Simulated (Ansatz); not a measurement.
Consider the atomization: `NP[TeH]` → 4 H• + N• + P• + Te•.

Gas-phase electronic energies from Ansatz, PBE0-D4/def2-TZVP geometries. CBS: MP2 limit from def2 TZ/QZ plus the TZ coupled-cluster correction, frozen cores. This one scheme is used for every species, atoms too. DFT in def2-TZVPP. B3LYP here is the variant with VWN-RPA as its local correlation; programs differ in this. No spin–orbit coupling; open shells (•) take unrestricted orbitals. Spin–orbit coupling would lower the free atoms: strongly for Te. def2 core potentials past Kr. For Te outer-core shells are correlated without core-valence functions, so the limit isn't a true one: a few kJ/mol of doubt a bond, and 10 to 20 or more in all where bonds break to atoms. Each species was taken in one conformer, which may not be the lowest.

```json
{"level": "r2SCAN-D4", "ΔE (eV)": "19.82"}
{"level": "PBE0-D4", "ΔE (eV)": "19.91"}
{"level": "B3LYP-D4", "ΔE (eV)": "20.20"}
{"level": "r2SCAN0-D4", "ΔE (eV)": "19.39"}
{"level": "CAM-B3LYP-D4", "ΔE (eV)": "20.08"}
{"level": "LC-ωPBE", "ΔE (eV)": "19.44"}
{"level": "SCS-MP2/def2-QZVPP", "ΔE (eV)": "19.94"}
{"level": "MP2/CBS(def2)", "ΔE (eV)": "20.01"}
```

Problem. What does CCSD(T)/CBS give? (Estimate.)

Solution. Ansatz gave: +20.05 eV. The listed levels differ from it by -0.23, -0.14, 0.15, -0.66, 0.03, -0.61, -0.11, -0.04 eV.

Largest T1 diagnostic among the species: 0.012.

The D4 term adds +0.27 eV with B3LYP and +0.14 eV with PBE0; it sums over pairs of atoms, weighted by their polarisabilities, and B3LYP, whose exchange is more repulsive, gets the larger term. From PBE to PBE0 (25 % exact exchange), in def2-TZVPP and without D4, ΔE moves by −0.57 eV: exact exchange takes away binding that semilocal exchange gives to molecules.

For atomizations the MP2-based limit and the directly extrapolated one differ by several kJ/mol either way, and by 10 to 25 for some Ge, Se and Sn compounds, so smaller differences from it don't rank the levels.
